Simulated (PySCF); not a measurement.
# GeCl2, singlet: computed properties

Method: PySCF, PBE0, basis Ge def2-TZVP, Cl def2-TZVP (no relativity, density fitting).

The structure is a higher-order saddle point with 2 imaginary modes (one degenerate set).

```json
{
 "Point group": "D∞h",
 "Bond lengths": "Ge–Cl 2.314 Å (×2)",
 "Bond angles": "Cl–Ge–Cl 180.0°",
 "Dipole moment": "0.00 D",
 "Atomisation energy without zero-point energy": "642 kJ/mol",
 "Principal quadrupole moments (Buckingham, traceless) about the centre of mass": "-15.60, 7.80, 7.80 D Å",
 "Highest occupied level": "-7.28 eV",
 "Lowest empty level": "-3.68 eV",
 "Rotational constants": "0.04502 cm⁻¹",
 "Zero-point energy (real modes)": "3.6 kJ/mol",
 "Principal polarisabilities": "36.9, 36.9, 109.3 bohr³"
}
```

Harmonic modes (masses in u: Ge 73.921, Cl 34.969):
| symmetry | ω (cm⁻¹) | IR (km/mol, summed over degenerate members) |
| --- | --- | --- |
| πu | 163i | – |
| σg+ | 303 | 0.0 |
| σu+ | 307 | 371 |

In D∞h the vibrations span πu + σg+ + σu+. The σg+ mode carries no infrared intensity, as symmetry demands. With a centre of inversion only u modes can be infrared active and only g modes Raman active.

Charges (e):
```
 atom  Mulliken  Löwdin  polar tensor  Mayer order to Ge1
  Ge1      0.74    0.17          1.46                   –
Cl2,3     -0.37   -0.08         -0.73                1.02
```

Mulliken populations on Ge1: s 7.98, p 13.01, d 10.25, f 0.02.

This need not be the most stable arrangement of these atoms. At this level a singlet minimum of C2v symmetry lies 161 kJ/mol below this structure.

The final relaxation and frequency run took roughly 40 core-seconds on a shared host.
